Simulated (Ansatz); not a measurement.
`N[SiH]([SiH3])Cl` → `N[Si]Cl` + SiH₄ at 400 K and 1 bar (silylene formation by 1,1-elimination).

Gas-phase electronic energies from Ansatz, PBE0-D4/def2-TZVP geometries. CBS: MP2 limit from def2 TZ/QZ plus the TZ coupled-cluster correction, frozen cores. This one scheme is used for every species. One conformer a species, not always the lowest.

```csv
species,CCSD(T)/CBS energy (Eh),H − E (kJ/mol),S (J/(mol·K))
`N[SiH]([SiH3])Cl`,-1096.32520,197.3,393.4
`N[Si]Cl`,-804.81589,93.2,301.3
SiH₄,-291.46306,96.9,218.6
```

H − E and S are ideal-gas, rigid-rotor, harmonic terms from PBE0-D4/def2-TZVP, for one conformer and one mirror image of each species. 1 Eh = 2625.50 kJ/mol, R = 8.31446 J/(mol·K).

**Question.** By hand: ΔE, ΔH, ΔS and ΔG.

**Answer.** ΔE = (-804.81589) + (-291.46306) − (-1096.32520) = 0.04625 Eh = 121.4 kJ/mol. Δ(H − E) = 93.2 + 96.9 − 197.3 = -7.2, so ΔH = 114.2 kJ/mol. ΔS = 301.3 + 218.6 − 393.4 = 126.5 J/(mol·K). ΔG = 114.2 − 400 × (126.5)/1000 = 63.6 kJ/mol.

**Question.** By hand: the equilibrium constant, and the temperature at which ΔG would vanish if ΔH and ΔS stayed fixed.

**Answer.** log₁₀ K = −ΔG/(RT ln 10) = -8.3. ΔG = 0 at ΔH/ΔS = 903 K.

The number of gas molecules changes by +1, which sets the sign of ΔS. A doubt of 5 kJ/mol in ΔE shifts log₁₀ K by 0.7 here. Other conformers and mirror images would add mixing entropy, several J/(mol·K) or more a flexible species. These are equilibria of isolated gas molecules and say nothing of rates. Largest T1 diagnostic: 0.013 (customary marks: 0.02 for closed shells, 0.045 for open ones).
